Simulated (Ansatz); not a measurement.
`[F][InH][SH]` + CH₃NH₂ → `C[NH][InH][F]` + H₂S  (ligand exchange at the In–S bond)

Calculated with Ansatz (gas phase, PBE0-D4/def2-TZVP geometries, no zero-point term in ΔE). CCSD(T)/CBS adds triple-zeta CCSD(T) − MP2 to the extrapolated MP2 energy (def2 sets, frozen cores). This one scheme is used for every species. Functionals use def2-TZVPP. B3LYP here is the variant with VWN-RPA as its local correlation; programs differ in this. def2 core potentials past Kr. For In outer-core shells are correlated without core-valence functions, which leaves a few kJ/mol of doubt a bond. Each species was taken in one conformer, which may not be the lowest.

| level | ΔE (kJ/mol) |
| --- | --- |
| LDA (SPW92) | 75.3 |
| B3LYP-D4 | 80.1 |
| r2SCAN0-D4 | 87.1 |
| BHLYP-D4 | 84.7 |
| ωB97M-V | 80.9 |
| BLYP | 80.4 |
| SCS-MP2/def2-QZVPP | 74.4 |
| HF/CBS(def2) | 91.3 |

Q: What does CCSD(T)/CBS give? (Best estimate.)

A: Computed: +74.9 kJ/mol. The listed levels differ from it by 0.4, 5.2, 12.2, 9.8, 6.0, 5.5, -0.5, 16.4 kJ/mol.

Q: What do rigid-rotor, harmonic-oscillator terms from PBE0-D4/def2-TZVP frequencies (298.15 K, 1 bar) make of the CCSD(T)/CBS value? (Estimate.)

A: The calculation gave: ΔZPE = -12.1 kJ/mol, ΔH = +65.3 kJ/mol, ΔS = -4 J/(mol·K), ΔG = +66.6 kJ/mol.

Largest T1 diagnostic among the species: 0.016.

Leaving LDA and LC-ωPBE aside and taking each functional with its dispersion term where it has one, the values, not all of them listed here, spread over 10.9 kJ/mol, from BLYP-D4 to r2SCAN0-D4. LDA lies −8.7 kJ/mol from PBE without D4. From BLYP to BHLYP (50 % exact exchange), in def2-TZVPP and without D4, ΔE moves by +5.9 kJ/mol. In def2-TZVPP, CCSD(T) changes the Hartree–Fock value by −17.5 kJ/mol (the triples alone add −1.4 kJ/mol) and MP2 by −17.3 kJ/mol.
